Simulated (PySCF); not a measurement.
Mg(H)(Me) (CH4Mg), SMILES [CH3][MgH].

Geometry: PBE-D3(BJ)/def2-TZVP.

These are TDA-ωB97X/def2-TZVPD run with PySCF values and carry that method's errors.

Vertical excitations; the highest root listed may be one member of a degenerate set.  State labels are in the subgroup Cs.

```csv
state,symmetry,energy (eV),λ (nm),f,main pairs
S1,A",5.46,227,0.003,"HOMO→LUMO+1, HOMO→LUMO+5 (degenerate set)"
S2,A',5.46,227,0.003,"HOMO→LUMO, HOMO→LUMO+4 (degenerate set)"
S3,A',6.01,206,0.353,HOMO→LUMO+2 87 %
S4,A",7.19,172,0.366,HOMO−1→LUMO+1 (degenerate set)
S5,A',7.19,172,0.366,HOMO−1→LUMO (degenerate set)
S6,A',7.51,165,0.209,HOMO−1→LUMO+2 73 %
S7,A',7.84,158,0.011,HOMO→LUMO+3 75 %
S8,A',8.19,151,0.148,"HOMO→LUMO+6 65 %, HOMO−1→LUMO+3 14 %"
S9,A',8.21,151,0.032,"HOMO→LUMO+4, HOMO→LUMO, HOMO→LUMO+9 (degenerate set)"
S10,A",8.21,151,0.032,"HOMO→LUMO+5, HOMO→LUMO+1, HOMO→LUMO+8 (degenerate set)"
T1,A',4.92,252,0,HOMO→LUMO+2 84 %
T2,A",5.32,233,0,"HOMO→LUMO+1, HOMO→LUMO+5 (degenerate set)"
T3,A',5.32,233,0,"HOMO→LUMO, HOMO→LUMO+4 (degenerate set)"
T4,A',6.51,190,0,HOMO−1→LUMO+2 69 %
```
Triplets are in the Tamm–Dancoff approximation.
